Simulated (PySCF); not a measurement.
## Predicted spectroscopic data

Theoretical values (PySCF 2.14.0 with density-fitted response routines): geometry from GFN2-xTB, GIAO PBE0/pcSseg-1 shieldings. Relativity neglected, equivalent nuclei averaged, in vacuum, one computed conformer.

Referencing at the same level of theory: ¹H (31.72 ppm), ¹³C (186.93 ppm) vs TMS. Where no couplings were computed, multiplicities follow the n + 1 count of equivalent neighbours, and m marks all less simple cases (inequivalent or close neighbours, rings, F or P nearby). Shifts are as computed. Against solution values, carbons near 30 ppm lie about +3 ppm off and those near 130 ppm about +5 ppm. Of 1211 compounds with measured shifts, 218 miss one by over three times the rms of a fit or turn the order of signals round; such compounds aren't used in these exercises.

**1.** SMILES CN(C)C1=C[SiH2]C=C1, C6H11NSi. ¹H NMR (600 MHz, computed): δ 7.30 (d, 1H), 6.45 (m, 1H), 4.74 (m, 2H), 3.85 (t, 1H), 2.84 (s, 6H). ¹³C{¹H} NMR (computed): δ 170.0, 152.0, 138.8, 85.5, 41.2.

**2.** SMILES C=C([SiH3])/C=N/C1CC1, C6H11NSi. ¹H NMR (600 MHz, computed): δ 8.40 (s, 1H), 6.46 (m, 1H), 6.42 (m, 1H), 4.05 (s, 3H), 2.97 (m, 1H), 1.12 (m, 2H), 1.09 (m, 2H). ¹³C{¹H} NMR (computed): δ 167.6, 154.9, 141.4, 43.3, 14.3.
